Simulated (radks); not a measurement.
Question: These are the eigenvalues of the occupied orbitals of an atom or ion with whole-number occupations (hartree). All-electron calculation, Dirac Kohn-Sham, LB94 model potential, spin-unpolarised, spherical densities, finite nucleus; Fermi nuclear charge, rms radius of each element as measured or else 0.836 A^(1/3) + 0.57 fm. Program: a radial shooting solver on a logarithmic mesh with Libxc functionals.

orbital  eigenvalue
1s1/2     -1607.874
2s1/2     -354.1527
2p1/2     -342.7622
2p3/2     -325.5901
3s1/2     -146.1482

Which element is it, and in what charge state? The configuration may be excited. Open shells, if any, fill j = l - 1/2 first.

Answer: Z = 58, cerium, charge +47: Ce47+ in [Ne] 3s1. The list shows which subshells hold electrons but not how many an open one holds; the 1s level, -1607.9 hartree, gives Z - s = 56.7 by -(Z - s)^2/2, which with screening and relativity narrows Z to a few neighbours, and the depths of the outer levels then fix element, charge and occupations together.
